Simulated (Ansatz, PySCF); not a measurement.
Molecule: sum formula SiN3H6Br (charge 0, singlet). 
Geometry from a B3LYP-D3(BJ)/def2-TZVP (Ansatz, a program for electronic structure) optimisation:
```xyz
11

Si    -0.1602    -0.0940    -0.8293
Br     0.2700     0.1611     1.3794
N      1.3848    -0.4288    -1.4740
N     -1.0554     1.3119    -1.1997
N     -1.1426    -1.3951    -1.3111
H      1.5044    -0.6190    -2.4565
H      2.2171    -0.0541    -1.0505
H     -1.4166     1.4646    -2.1281
H     -0.9032     2.1718    -0.6997
H     -0.7798    -2.3347    -1.2956
H     -2.1355    -1.3676    -1.1432
```

Dipole moments at this geometry, in debye (magnitudes).

```csv
level,program,dipole (D)
HF/def2-TZVPD,PySCF,2.84
SVWN5/def2-TZVPD,Ansatz,2.72
BLYP/def2-TZVPD,Ansatz,2.65
revPBE/def2-TZVPD,Ansatz,2.67
r2SCAN/def2-TZVPD,Ansatz,2.73
B97M-V/def2-TZVPD,Ansatz,2.66
B3LYP/def2-TZVPD,PySCF,2.69
TPSSh/def2-TZVPD,PySCF,2.72
r2SCANh/def2-TZVPD,Ansatz,2.74
HSE06/def2-TZVPD,Ansatz,2.72
LC-wPBE/def2-TZVPD,Ansatz,2.77
wB97M-V/def2-TZVPD,Ansatz,2.73
wB97X-V/def2-TZVPD,Ansatz,2.74
CCSD(T)/def2-SVPD,Ansatz,(withheld)
```

Some entries are withheld; supply them.


- CCSD(T)/def2-SVPD, dipole (D): 2.70
